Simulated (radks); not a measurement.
Trend from N to Bi: ionisation energy by Delta-SCF between NIST ground configurations, and size. Calculated with a radial shooting solver on a logarithmic mesh with Libxc functionals: Dirac Kohn-Sham, PBE, spin-unpolarised, spherical densities, finite nucleus; open shells fill j = l - 1/2 first; Fermi nuclear charge, rms radius of each element as measured or else 0.836 A^(1/3) + 0.57 fm.

species      configuration  IE (eV)  NIST (eV)  kind  -e(HOMO) (eV)  outermost  <r> outermost (bohr)  r at 0.001 e/bohr^3 (bohr)
N             [He] 2s2 2p3   13.578     14.534  exp.  7.079 (2p3/2)      2p3/2                  1.48                        3.47
P             [Ne] 3s2 3p3    9.696     10.487  exp.  5.477 (3p3/2)      3p3/2                  2.38                        4.27
As       [Ar] 3d10 4s2 4p3    8.979      9.789  exp.  5.047 (4p3/2)      4p3/2                  2.58                        4.39
Sb       [Kr] 4d10 5s2 5p3    7.960      8.608  exp.  4.516 (5p3/2)      5p3/2                  2.98                        4.68
Bi                [Hg] 6p3    6.922      7.286  exp.  3.710 (6p3/2)      6p3/2                  3.26                        4.70

Reference values: NIST Atomic Spectra Database (exp. = measured, semi-emp. = semi-empirical, theory = theoretical value adopted there). Spin polarisation and multiplet splitting are left out, so open shells lie too high by an amount that depends on their filling.

Beside tabulated values, note that spin-unpolarised runs miss the spin-polarisation part of the exchange energy of open shells.
